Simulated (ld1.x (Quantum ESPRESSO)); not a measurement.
## Configuration tests for lead (Pb) (TM)

- Element: Pb (Z = 82)
- Generator: ld1.x (Quantum ESPRESSO) 7.5
- Type: norm-conserving Troullier–Martins (Kleinman–Bylander form)
- Functional: LDA (PZ)
- Relativity: scalar-relativistic
- Frozen core: [Xe] 4f14
- Valence charge: 14
- Reference configuration: 5d10 6s1 6p0 (charge +3)
- Partial waves: 6s (bound): rc 1.90 bohr; 6p (bound, empty): rc 2.05 bohr; 5d (bound): rc 2.10 bohr
- Local potential: the d channel
- Core correction: none

Energies are relative to the spin-unpolarised reference configuration 5d10 6s1 6p0; without spin polarisation the order of configurations can differ from experiment. Spin-polarised rows fill each open shell by Hund’s rule, majority spin first.

```csv
valence configuration,charge,ΔE all-electron (eV),error AE − PS (meV)
5d10 6s2 6p2,0,-53.472,-129
5d10 6s2 6p1,+1,-46.640,-16
5d10 6s2 6p0,+2,-32.878,+20
5d10 6s0 6p4,0,-35.438,-101
5d9 6s2 6p2,+1,-26.173,-139
5d10 6s1 6p2,+1,-37.041,-34
5d10 6s1 6p0 (spin-polarised),+3,-0.206,+12
5d10 6s2 6p2 (spin-polarised),0,-53.925,-163
```

Task: What are ΔE and the potential's error for 5d9 6s2 6p3?

Result: ΔE = -34.238 eV all-electron; the error (AE − PS) is -154 meV.

Note: ghost states, extra bound levels that the all-electron valence spectrum of the same l lacks: s at -111.2 eV, p at -38.1 eV. A true bound ghost makes a file unfit for plane-wave use.
